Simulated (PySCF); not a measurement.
Harmonic spectrum computed at PBE in the def2-TZVP basis family (core potentials from Rb on, PySCF, no spin–orbit coupling):

```tsv
symmetry	ω (cm⁻¹)	IR (km/mol)
a1	1584	71.6
a1	3693	1.9
b2	3801	33.7
```

Which molecule gave it? In each, all ligands are bound to the one heavy central atom.
A. TiH₂ (triplet)
B. H₂O (singlet)
C. AsH₂ (doublet)
D. SiH₂ (singlet)
E. H₂S (singlet)

B. It has C2v symmetry with O–H 0.971 Å (×2).
